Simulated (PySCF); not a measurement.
CHF2NOSi, singlet, geometry from GFN2-xTB, atoms displaced at random by about 0.03 Å a coordinate; R2SCAN/6-31G, gradient by finite differences (PySCF).

PySCF was given this input:
```python
from pyscf import gto, scf, dft

mol = gto.Mole()
mol.atom = '''
    Si   -0.912665    0.065880    0.286103
    F    -1.506876   -1.331087   -0.278266
    F    -1.595931    1.145878   -0.652419
    N     0.737453   -0.041499    0.010775
    C     1.956378    0.000918    0.133247
    O     3.075432    0.055073    0.204400
    H    -1.286795    0.248375    1.684377
'''
mol.basis = '6-31g'
mol.charge = 0
mol.spin = 0
mol.verbose = 4
mol.build()

mf = dft.RKS(mol)
mf.xc = 'r2scan'
mf.conv_tol = 1e-11
mf.kernel()
scan, done = mf.as_scanner(), []
scan.scf_summary = {}
def energy(d):
    c = mol.atom_coords()
    c[4, 0] += d
    e = scan(mol.set_geom_(c, unit='Bohr', inplace=False))
    done.append(scan.converged)
    return e
h = 1e-5
fd = (energy(h) - energy(-h)) / (2 * h)
print('dE/dx =', fd)
```

It wrote (shortened):

```
PySCF version 2.14.0

[INPUT] verbose = 4
[INPUT] num. atoms = 7
[INPUT] num. electrons = 54
[INPUT] charge = 0
[INPUT] spin (= nelec alpha-beta = 2S) = 0
[INPUT] symmetry False subgroup None
[INPUT] Mole.unit = angstrom
[INPUT] Symbol           X                Y                Z      unit          X                Y                Z       unit  Magmom
[...]
nuclear repulsion = 283.037434982727
number of shells = 34
number of NR pGTOs = 160
number of NR cGTOs = 60
basis = 6-31g
ecp = {}

******** <class 'pyscf.dft.rks.RKS'> ********
method = RKS
initial guess = minao
damping factor = 0
level_shift factor = 0
DIIS = <class 'pyscf.scf.diis.CDIIS'>
diis_start_cycle = 1
diis_space = 8
diis_damp = 0
SCF conv_tol = 1e-11
SCF conv_tol_grad = None
SCF max_cycles = 50
direct_scf = True
direct_scf_tol = 1e-13
XC library pyscf.dft.libxc version 7.1.2
    S. Lehtola, C. Steigemann, M. J. T. Oliveira, and M. A. L. Marques,  SoftwareX 7, 1–5 (2018)
XC functionals = r2scan
    J. W. Furness, A. D. Kaplan, J. Ning, J. P. Perdew, and J. Sun,  J. Phys. Chem. Lett. 11, 8208–8215 (2020)
    J. W. Furness, A. D. Kaplan, J. Ning, J. P. Perdew, and J. Sun,  J. Phys. Chem. Lett. 11, 9248–9248 (2020)
    J. W. Furness, A. D. Kaplan, J. Ning, J. P. Perdew, and J. Sun,  J. Phys. Chem. Lett. 11, 8208–8215 (2020)
    J. W. Furness, A. D. Kaplan, J. Ning, J. P. Perdew, and J. Sun,  J. Phys. Chem. Lett. 11, 9248–9248 (2020)
radial grids:
    Treutler-Ahlrichs [JCP 102, 346 (1995); DOI:10.1063/1.469408] (M4) radial grids

becke partition: Becke, JCP 88, 2547 (1988); DOI:10.1063/1.454033
pruning grids: <function nwchem_prune>
grids dens level: 3
symmetrized grids: False
atomic radii adjust function: <function treutler_atomic_radii_adjust>
small_rho_cutoff = 0
Set gradient conv threshold to 3.16228e-06
Initial guess from minao.
tot grids = 99616
init E= -658.625516553356
[...]
cycle= 1 E= -657.399696660452  delta_E= 1.23  |g|= 1.08  |ddm|= 3.08
[...]
cycle= 2 E= -656.582851262865  delta_E= 0.817  |g|= 2.36  |ddm|= 2.72
[...]
cycle= 3 E= -657.531667978559  delta_E= -0.949  |g|= 0.644  |ddm|= 2.07
[...]
cycle= 4 E= -657.621393635989  delta_E= -0.0897  |g|= 0.103  |ddm|= 0.555
[...]
cycle= 5 E= -657.623668443296  delta_E= -0.00227  |g|= 0.0379  |ddm|= 0.126
[...]
cycle= 6 E= -657.624005527267  delta_E= -0.000337  |g|= 0.0123  |ddm|= 0.0399
[...]
cycle= 7 E= -657.624033524186  delta_E= -2.8e-05  |g|= 0.00342  |ddm|= 0.0106
[...]
[...]
converged SCF energy = -657.624036570119
converged SCF energy = -657.624034803535
[...]
   3 F     -1.595931000000   1.145878000000  -0.652419000000 AA   -3.015872503703   2.165395592164  -1.232893228463 Bohr
   4 N      0.737453000000  -0.041499000000   0.010775000000 AA    1.393584199739  -0.078421744443   0.020361798992 Bohr
   5 C      1.956372708228   0.000918000000   0.133247000000 AA    3.697008616124   0.001734768582   0.251800336920 Bohr
   6 O      3.075432000000   0.055073000000   0.204400000000 AA    5.811724194723   0.104072886858   0.386260019861 Bohr
   7 H     -1.286795000000   0.248375000000   1.684377000000 AA   -2.431690128460   0.469360726189   3.183011220517 Bohr

******** <class 'pyscf.scf.hf.RKS_Scanner'> ********
method = RKS_Scanner
initial guess = minao
damping factor = 0
level_shift factor = 0
DIIS = <class 'pyscf.scf.diis.CDIIS'>
diis_start_cycle = 1
diis_space = 8
diis_damp = 0
SCF conv_tol = 1e-11
SCF conv_tol_grad = None
SCF max_cycles = 50
direct_scf = True
direct_scf_tol = 1e-13
XC library pyscf.dft.libxc version 7.1.2
    S. Lehtola, C. Steigemann, M. J. T. Oliveira, and M. A. L. Marques,  SoftwareX 7, 1–5 (2018)
XC functionals = r2scan
    J. W. Furness, A. D. Kaplan, J. Ning, J. P. Perdew, and J. Sun,  J. Phys. Chem. Lett. 11, 8208–8215 (2020)
    J. W. Furness, A. D. Kaplan, J. Ning, J. P. Perdew, and J. Sun,  J. Phys. Chem. Lett. 11, 9248–9248 (2020)
    J. W. Furness, A. D. Kaplan, J. Ning, J. P. Perdew, and J. Sun,  J. Phys. Chem. Lett. 11, 8208–8215 (2020)
    J. W. Furness, A. D. Kaplan, J. Ning, J. P. Perdew, and J. Sun,  J. Phys. Chem. Lett. 11, 9248–9248 (2020)
radial grids:
    Treutler-Ahlrichs [JCP 102, 346 (1995); DOI:10.1063/1.469408] (M4) radial grids

becke partition: Becke, JCP 88, 2547 (1988); DOI:10.1063/1.454033
pruning grids: <function nwchem_prune>
grids dens level: 3
symmetrized grids: False
atomic radii adjust function: <function treutler_atomic_radii_adjust>
small_rho_cutoff = 0
Set gradient conv threshold to 3.16228e-06
tot grids = 99616
init E= -657.624037956138
[...]
cycle= 1 E= -657.62403833563  delta_E= -3.79e-07  |g|= 6.06e-05  |ddm|= 6.83e-05
[...]
cycle= 2 E= -657.624038327879  delta_E= 7.75e-09  |g|= 0.000199  |ddm|= 0.000201
[...]
cycle= 3 E= -657.624038336475  delta_E= -8.6e-09  |g|= 4.95e-06  |ddm|= 0.000147
[...]
cycle= 4 E= -657.624038336483  delta_E= -8.64e-12  |g|= 2.27e-06  |ddm|= 4.94e-06
[...]
Extra cycle  E= -657.624038336477  delta_E= 6.37e-12  |g|= 5.25e-06  |ddm|= 5.15e-06
converged SCF energy = -657.624038336477
dE/dx = 0.1766471200426167
```
